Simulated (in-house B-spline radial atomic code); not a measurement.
# PBE0 excitations of Ga⁺

Method: PBE0. Computed with an all-electron radial atomic-structure program (B-spline basis): linear response of the closed shell [Ar] 3d10 4s2 with the functional's adiabatic kernel; non-relativistic, point nucleus, no spin-orbit coupling, no double excitations, S, P, D and F terms only; shells from n = 2 respond. Only terms of natural parity with L up to 3 were computed.

Without relativity these are model numbers for so heavy an element.

Command:
```bash
python run_td.py task.json out
```
Settings (radii: box in bohr, nucleus in fm):
```
Z                        31
electrons                30
configuration            [Ar] 3d10 4s2
hamiltonian              nr
method                   pbe0
box_radius               41.61
intervals                57
```

Time taken, with all properties: 2 s on 1 thread of Arm Neoverse N1, on a shared host.

The lowest states, in the order of their Tamm-Dancoff energies; the method's threshold (minus the highest occupied level) is 16.922 eV. Labels give the largest channel, * marks a mixed state, and oscillator strengths are full-response dipole values. Measured ¹D terms are left out, since they can mix with doubly excited terms. Semilocal kernels can invert the small singlet-triplet splittings of Rydberg terms. Energies in eV:

```tsv
state	full response	Tamm-Dancoff	oscillator strength	measured (J-weighted term)
4s → 4p 3P	?	?	-	?
4s → 4p 1P	8.344	8.691	1.63	8.766
4s → 5s 3S	?	?	-	?
4s → 5s 1S	12.410	12.429	-	13.224
4s → 4d 3D	13.069	13.083	-	14.116
4s → 4d 1D	13.350	13.354	-	-
4s → 5p 3P	13.519	13.529	-	14.708
4s → 5p 1P	13.790	13.832	0.00618	-
4s → 6s 3S	14.806	14.807	-	-
4s → 6s 1S	14.907	14.911	-	-
```

Task: Where does 4s → 4p 3P lie?

Result: At 5.377 eV in full response, 5.571 eV in Tamm-Dancoff; measured 5.987 eV.

Task: Where does 4s → 5s 3S lie?

Result: At 11.929 eV in full response, 11.936 eV in Tamm-Dancoff; measured 12.764 eV.

Task: How large is the singlet-triplet splitting of 4s → 4p (P terms) in Tamm-Dancoff?

Result: 3.12 eV, from the unrounded values.

Task: What polarisabilities and dispersion coefficient does the method give?

Result: Dipole 19.44 bohr³, quadrupole 86.86 bohr⁵, C6 101 hartree·bohr⁶ for two such species.
